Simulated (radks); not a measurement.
Charge is removed step by step from the 2p up level of the sulfur ion S10+, starting from [He] 2s2 2p(up 2, down 0). Calculated with a radial shooting solver on a logarithmic mesh with Libxc functionals: non-relativistic Kohn-Sham, PBEsol, spin-polarised, spherical densities, point nucleus.

| removed (e) | E - E(0) (eV) | eigenvalue (eV) | E minus straight line (eV) |
|---|---|---|---|
| 0 | 0.000 | -476.49 | 0.000 |
| 0.1 | 47.933 | -482.17 | -2.575 |
| 0.2 | 96.435 | -487.87 | -4.581 |
| 0.3 | 145.51 | -493.58 | -6.016 |
| 0.4 | 195.15 | -499.31 | -6.879 |
| 0.5 | 245.37 | -505.04 | -7.170 |
| 0.6 | 296.16 | -510.78 | -6.887 |
| 0.7 | 347.53 | -516.53 | -6.029 |
| 0.8 | 399.47 | -522.29 | -4.595 |
| 0.9 | 451.98 | -528.05 | -2.586 |
| 1 | 505.08 | -533.82 | 0.000 |

Removing the whole electron costs 505.08 eV by Delta-SCF, against 476.49 eV from minus the eigenvalue at the starting occupation. Slater's transition state (half an electron removed) gives 505.04 eV. Integrating minus the eigenvalue over the occupation (Janak's theorem) gives 505.08 eV. The mean slope of the eigenvalue, de/dn, is 57.3 eV per electron. Ionisation energy of S10+ in the NIST Atomic Spectra Database: 504.6 eV (semi-empirical).
